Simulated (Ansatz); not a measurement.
`[F][In]([F])[I]` and `[F][In]([F])[SeH]` differ in one atom or group.

Ansatz, PBE0-D4/def2-TZVP geometries, multiplicity 1. Each molecule was computed in one conformer, which needn't be the lowest.

Elements past krypton have def2 core potentials. Scalar relativity is left out up to krypton.

| property | `[F][In]([F])[I]` |
| --- | --- |
| HOMO–LUMO gap (ωB97M-V/def2-TZVPP) / eV | 9.51 |
| LUMO energy (B3LYP/def2-TZVPP) / eV | -3.47 |
| ideal-gas entropy at 298 K and 1 bar (rigid rotor, harmonic PBE0-D4/def2-TZVP) / J/(mol·K) | 348 |
| LUMO energy (ωB97M-V/def2-TZVPP) / eV | -1.22 |
| size of the dipole moment (ωB97M-V/def2-TZVPP) / D | 2.56 |
| HOMO energy (PBE/def2-TZVPP) / eV | -7.41 |

Q: What does the change do to each property? (An estimate is asked.)

A: The calculation gave: 
```csv
property,`[F][In]([F])[SeH]`,shift
HOMO–LUMO gap (ωB97M-V/def2-TZVPP) / eV,9.55,0.04
LUMO energy (B3LYP/def2-TZVPP) / eV,-3.01,0.46
"ideal-gas entropy at 298 K and 1 bar (rigid rotor, harmonic PBE0-D4/def2-TZVP) / J/(mol·K)",359,11
LUMO energy (ωB97M-V/def2-TZVPP) / eV,-0.76,0.46
size of the dipole moment (ωB97M-V/def2-TZVPP) / D,3.09,0.53
HOMO energy (PBE/def2-TZVPP) / eV,-6.97,0.44
```

The zero-point energy changes by 19.8 kJ/mol with +3 modes. Dipoles are sizes alone; their direction can turn.

B3LYP here is the variant with VWN-RPA as its local correlation; programs differ in this.

Spin–orbit coupling is left out; it splits and shifts lone-pair levels of the heavy atoms by tenths of an eV.
